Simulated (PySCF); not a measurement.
C6H11B.
SMILES with atom numbers: `[CH2:1]=[CH:2][CH2:3][BH:4][C:5](=[CH2:6])[CH3:7]` (hydrogens: H8, H9 on C1; H10 on C2; H11, H12 on C3; H13 on B4; H14, H15 on C6; H16, H17, H18 on C7)

Cartesian coordinates in Å at the PBE0-D3(BJ)/def2-SVP level; atoms count from 1:
```xyz
18
C6H11B angstrom
C      2.6969    0.1927    0.0934
C      1.5716    0.8855   -0.1387
C      0.5615    1.2633    0.9070
B     -0.0557   -0.1854    0.9116
C     -1.1571   -0.6637   -0.0846
C     -1.6119   -1.9237    0.0594
C     -1.7421    0.2585   -1.1186
H      3.3588   -0.1034   -0.7241
H      3.0007   -0.0804    1.1086
H      1.3112    1.1137   -1.1790
H      1.0372    1.5519    1.8535
H     -0.0985    2.0646    0.5491
H      0.3871   -0.9878    1.7043
H     -1.1870   -2.5944    0.8120
H     -2.4223   -2.3292   -0.5598
H     -2.5310   -0.2265   -1.7133
H     -2.1745    1.1584   -0.6509
H     -0.9682    0.6163   -1.8178
```

Method: TDDFT wB97X-D/def2-SVPD, vertical, gas phase, core orbitals frozen in the response in PySCF 2.14.0, density-fitted response routines.

Transition dipole moments from the ground state, in atomic units and in the frame of the coordinates above (overall signs are arbitrary), for the states with f of 0.002 or more among the lowest 7:

```json
{"state": "S1", "E (hartree)": "0.1921", "μx": "1.387", "μy": "0.561", "μz": "-0.087"}
{"state": "S2", "E (hartree)": "0.2113", "μx": "-0.275", "μy": "-0.332", "μz": "-0.145"}
{"state": "S3", "E (hartree)": "0.2210", "μx": "0.420", "μy": "0.805", "μz": "0.198"}
{"state": "S4", "E (hartree)": "0.2442", "μx": "-0.509", "μy": "0.035", "μz": "0.122"}
{"state": "S5", "E (hartree)": "0.2640", "μx": "0.739", "μy": "-0.681", "μz": "-0.073"}
{"state": "S6", "E (hartree)": "0.2679", "μx": "0.238", "μy": "0.190", "μz": "-0.115"}
{"state": "S7", "E (hartree)": "0.2782", "μx": "0.021", "μy": "-0.068", "μz": "0.195"}
```

(1) What oscillator strength does each state have?

(2) What angle do the transition dipoles of S1 and S5 make?

(3) What peak molar absorption coefficient would the strongest computed level give as a lone Gaussian band 0.3 eV wide at half height?

Results:

(1) f = (2/3) ΔE |μ|² with ΔE in hartree (27.2114 eV).

```json
{"state": "S1", "|μ|² (au)": "2.246", "|μ| (D)": "3.81", "f": "0.288"}
{"state": "S2", "|μ|² (au)": "0.207", "|μ| (D)": "1.16", "f": "0.029"}
{"state": "S3", "|μ|² (au)": "0.864", "|μ| (D)": "2.36", "f": "0.127"}
{"state": "S4", "|μ|² (au)": "0.275", "|μ| (D)": "1.33", "f": "0.045"}
{"state": "S5", "|μ|² (au)": "1.015", "|μ| (D)": "2.56", "f": "0.179"}
{"state": "S6", "|μ|² (au)": "0.106", "|μ| (D)": "0.83", "f": "0.019"}
{"state": "S7", "|μ|² (au)": "0.043", "|μ| (D)": "0.53", "f": "0.008"}
```

(2) |cos θ| = |μa·μb| / (|μa| |μb|) = 0.43, so θ ≈ 65° (taken between 0 and 90°, since the signs are arbitrary).

(3) ε(max) = 2.175×10⁸ f / FWHM, with the width in cm⁻¹. S1: 2.175×10⁸ × 0.2877 / 2420 ≈ 26000 L mol⁻¹ cm⁻¹.

All these states lie below the vertical ionisation energy of 9.04 eV (ΔSCF).

One conformer stands for the species.
